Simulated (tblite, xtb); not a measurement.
CH$_{3}$S, charge -1, singlet, geometry from GFN2-xTB. Base run: GFN1-xTB (xtb).

Input for xtb:
```
$ xtb mol.xyz --gfn 1 --chrg -1 --json

# file mol.xyz
5

C     -0.03158867     1.10849493     0.00618882
S      0.01982142    -0.69556393    -0.00388339
H     -1.06837494     1.46368151    -0.03291479
H      0.43481506     1.50121040     0.91770101
H      0.50594923     1.51316136    -0.85978488
```

Programs used: tblite, xtb; a row that names a program was run with it.

Each row names what was changed in the base input (with any setting that the change needs).

| change | ΔE vs base (mEh) | HOMO-LUMO gap (eV) | SCF cycles |
|---|---|---|---|
| base | 0.000 | 4.36 | 8 |
| program = tblite; method = gfn1; option = --spin-polarized | 0.000 | - | - |
| program = tblite; method = gfn1; option = (--etemp, 2000) | 0.000 | - | - |
| program = tblite; method = gfn1; option = --grad | 0.000 | - | - |
| program = tblite; method = gfn1; option = (--efield, 0,0,0.1) | -0.054 | - | - |
| etemp = 1000 | 0.000 | 4.36 | 8 |
| etemp = 10000 | [?] | [?] | 10 |
| etemp = 5000 | -0.562 | 4.40 | 8 |
| program = tblite; method = gfn1; option = (--alpb, water) | [?] | - | - |
| alpb = ch2cl2 | [?] | [?] | 9 |

Q: Some entries are withheld; supply them.

A: 
- etemp = 10000, ΔE vs base (mEh): -13.715
- etemp = 10000, HOMO-LUMO gap (eV): 4.80
- program = tblite; method = gfn1; option = (--alpb, water), ΔE vs base (mEh): -79.231
- alpb = ch2cl2, ΔE vs base (mEh): -87.167
- alpb = ch2cl2, HOMO-LUMO gap (eV): 4.56

ALPB and GBSA are two models with their own fitted parameters for each solvent, which aren't always the measured dielectric constant.
